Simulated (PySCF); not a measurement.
Sn(Cl)(OH)3 (ClH3O3Sn), SMILES [OH][Sn]([OH])([OH])[Cl]. Atoms are numbered in the order given.

```xyz
8

O     -1.8515    -0.0665    -0.9175
Sn     0.0000     0.0000    -0.2449
O      0.9833    -1.5701    -0.9175
O      0.8681     1.6367    -0.9175
Cl     0.0000     0.0000     2.1145
H     -2.3835     0.6609    -0.5613
H      0.6194    -2.3946    -0.5613
H      1.7641     1.7337    -0.5613
```
Charge 0, spin multiplicity 1.

Geometry: B3LYP-D3(BJ)/def2-SVP. The structure was generated by enumeration; whether it is a known compound was not checked. The def2 effective core potentials stand for the cores of Sn; spin–orbit coupling is left out. The values are those of a single conformer.

The numbers are results of ωB97X/def2-TZVP in PySCF, not measurements.

Atomic charges (e):

```csv
atom,Mulliken,Löwdin
O1,-0.65,(withheld)
Sn2,1.28,(withheld)
O3,-0.65,(withheld)
O4,-0.65,(withheld)
Cl5,-0.34,(withheld)
H6,0.33,(withheld)
H7,0.33,(withheld)
H8,0.33,(withheld)
```

Q: What belongs in the gaps? (Estimate from the structure and the level; the computed values follow.)

A: 
- O1, Löwdin: -0.32
- Sn2, Löwdin: 0.42
- O3, Löwdin: -0.32
- O4, Löwdin: -0.32
- Cl5, Löwdin: 0.02
- H6, Löwdin: 0.17
- H7, Löwdin: 0.17
- H8, Löwdin: 0.17
